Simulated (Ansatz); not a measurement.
`O=C=[N][GeH]([Cl])[Cl]` → Cl• + `O=C=[N][GeH][Cl]`• at 600 K and 1 bar (homolysis of the Cl–Ge bond).

Computed with Ansatz on PBE0-D4/def2-TZVP structures; ΔE is electronic, products minus reactants. CCSD(T)/CBS is the MP2 limit (def2-TZVPP, def2-QZVPP) plus CCSD(T) − MP2 in def2-TZVPP, frozen cores. This one scheme is used for every species, atoms too. Open shells (•) are unrestricted, without spin–orbit coupling. Spin–orbit coupling would lower the free atoms: a little for Cl. For Ge outer-core shells are correlated without core-valence functions, so the limit isn't a true one: a few kJ/mol of doubt a bond, and 10 to 20 or more in all where bonds break to atoms. Scalar relativity is left out up to krypton. Each species was taken in one conformer, which may not be the lowest.

```json
{"species": "`O=C=[N][GeH]([Cl])[Cl]`", "CCSD(T)/CBS energy (Eh)": "-3164.30040", "H − E (kJ/mol)": "123.1", "S (J/(mol·K))": "467.5"}
{"species": "Cl•", "CCSD(T)/CBS energy (Eh)": "-459.70966", "H − E (kJ/mol)": "12.5", "S (J/(mol·K))": "182.8"}
{"species": "`O=C=[N][GeH][Cl]`•", "CCSD(T)/CBS energy (Eh)": "-2704.43162", "H − E (kJ/mol)": "105.7", "S (J/(mol·K))": "420.7"}
```

H − E and S are ideal-gas, rigid-rotor, harmonic terms from PBE0-D4/def2-TZVP, for one conformer and one mirror image of each species, with the whole ground term of open shells counted as degenerate. 1 Eh = 2625.50 kJ/mol, R = 8.31446 J/(mol·K).

Question: By hand: ΔE, ΔH, ΔS and ΔG.

Answer: ΔE = (-459.70966) + (-2704.43162) − (-3164.30040) = 0.15912 Eh = 417.8 kJ/mol. Δ(H − E) = 12.5 + 105.7 − 123.1 = -4.9, so ΔH = 412.9 kJ/mol. ΔS = 182.8 + 420.7 − 467.5 = 136.0 J/(mol·K). ΔG = 412.9 − 600 × (136.0)/1000 = 331.3 kJ/mol.

Question: By hand: the equilibrium constant, and the temperature at which ΔG would vanish if ΔH and ΔS stayed fixed.

Answer: log₁₀ K = −ΔG/(RT ln 10) = -28.8. ΔG = 0 at ΔH/ΔS = 3036 K, far beyond where these terms or the molecules hold.

The number of gas molecules changes by +1, which sets the sign of ΔS. A doubt of 5 kJ/mol in ΔE shifts log₁₀ K by 0.4 here. Other conformers and mirror images would add mixing entropy, several J/(mol·K) or more a flexible species. Modes under 60 cm⁻¹, often nearly free rotors, make the harmonic entropy too high. These are equilibria of isolated gas molecules and say nothing of rates. Largest T1 diagnostic: 0.016 (customary marks: 0.02 for closed shells, 0.045 for open ones).
